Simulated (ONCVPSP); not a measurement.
**What the settings do to the ONCV potential of chromium**

Base potential:

ONCVPSP 4.0.1 input, shortened (lines: element, Z, core and valence counts, functional; n l f; lmax; l rc ep ncon nbas qcut; lloc lpopt rc5 dvloc0; l nproj debl; icmod fcfact rcfact), PBEsol, scalar-relativistic:

```
  Cr 24.00    3    4  -116133      upf
    1    0    2.00
    2    0    2.00
    2    1    6.00
    3    0    2.00
    3    1    6.00
    3    2    5.00
    4    0    1.00
    2
    0    1.55    0.00    4    8    7.70
    1    1.35    0.00    4    7   10.10
    2    1.15    0.00    4    9   13.10
    4    2    0.90    0.00
    0    2    0.80
    1    1    2.80
    2    2    0.80
    3    4.50    1.60
```

Cutoffs, loose and tight: the cutoffs (Ha) at which the residual kinetic energy of the hardest occupied pseudo-wave falls to 1 and 0.1 mHa per electron. They do not see the model core or the augmentation charge, which bear on the density cutoff. Test errors are all-electron minus pseudo excitation energies from the reference, over the configurations 3s2 3p6 3d5 4s0; 3s2 3p6 3d4 4s0; 3s2 3p6 3d3 4s0; 3s2 3p6 3d4 4s1. A dash means not determined; rows that change the core or the reference have their own tests. The largest error is taken over the tests solved by every variant that gives reliable tests at all: 3s2 3p6 3d4 4s0; 3s2 3p6 3d4 4s1; 3s2 3p6 3d5 4s0.

```tsv
change	outcome	cutoff, loose	cutoff, tight	bound ghosts	GHOST(+) flags above zero	largest test error (meV)
base	generated	64 Ha	74 Ha	none	none	+2.9
all radii but the core radius scaled by about 0.79 (s 1.22, p 1.06, d 0.90 bohr); local potential polynomial inside 0.70 bohr (lpopt 2, dvloc0 0 Ha)	generated	78 Ha	175 Ha	none	none	+3.6
all radii but the core radius scaled by about 0.96 (s 1.50, p 1.30, d 1.10 bohr); local potential polynomial inside 0.86 bohr (lpopt 2, dvloc0 0 Ha)	generated	66 Ha	77 Ha	none	none	+2.9
all radii but the core radius scaled by about 1.04 (s 1.60, p 1.40, d 1.20 bohr); local potential polynomial inside 0.94 bohr (lpopt 2, dvloc0 0 Ha)	generated	62 Ha	72 Ha	none	none	+3.0
all radii but the core radius scaled by about 1.10 (s 1.70, p 1.48, d 1.26 bohr); local potential polynomial inside 0.98 bohr (lpopt 2, dvloc0 0 Ha)	generated	60 Ha	69 Ha	none	none	+3.1
all radii but the core radius scaled by about 1.15 (s 1.78, p 1.56, d 1.32 bohr); local potential polynomial inside 1.04 bohr (lpopt 2, dvloc0 0 Ha)	generated	58 Ha	67 Ha	none	none	+3.2
all radii but the core radius scaled by about 1.21 (s 1.88, p 1.64, d 1.40 bohr); local potential polynomial inside 1.10 bohr (lpopt 2, dvloc0 0 Ha)	generated	56 Ha	65 Ha	none	none	+3.3
all radii but the core radius scaled by about 1.27 (s 1.96, p 1.72, d 1.46 bohr); local potential polynomial inside 1.14 bohr (lpopt 2, dvloc0 0 Ha)	generated	54 Ha	64 Ha	none	s	+2.8
all radii but the core radius scaled by about 1.33 (s 2.06, p 1.80, d 1.52 bohr); local potential polynomial inside 1.20 bohr (lpopt 2, dvloc0 0 Ha)	generated	54 Ha	64 Ha	none	none	+3.5
```

**Question.** What comes out with this change to the base: all radii but the core radius scaled by about 0.92 (s 1.42, p 1.24, d 1.06 bohr); local potential polynomial inside 0.82 bohr (lpopt 2, dvloc0 0 Ha)?

**Answer.** outcome: generated; cutoff, loose: 68 Ha; cutoff, tight: 79 Ha; bound ghosts: none; GHOST(+) flags above zero: none; largest test error (meV): +2.9.

**Question.** What comes out with this change to the base: all radii but the core radius scaled by about 0.82 (s 1.28, p 1.12, d 0.94 bohr); local potential polynomial inside 0.74 bohr (lpopt 2, dvloc0 0 Ha)?

**Answer.** outcome: generated; cutoff, loose: 75 Ha; cutoff, tight: 109 Ha; bound ghosts: none; GHOST(+) flags above zero: none; largest test error (meV): +3.3.

Reading the sweep of the scale of all radii but the core radius (base = 1) (base included, trends over the rows without a ghost): The loose cutoff falls from 78 Ha at 0.79 to 54 Ha at 1.33. A larger radius leaves more room for a smooth pseudo-wave, so fewer plane waves are needed; a smaller one forces it to follow the all-electron wave where it bends sharply.
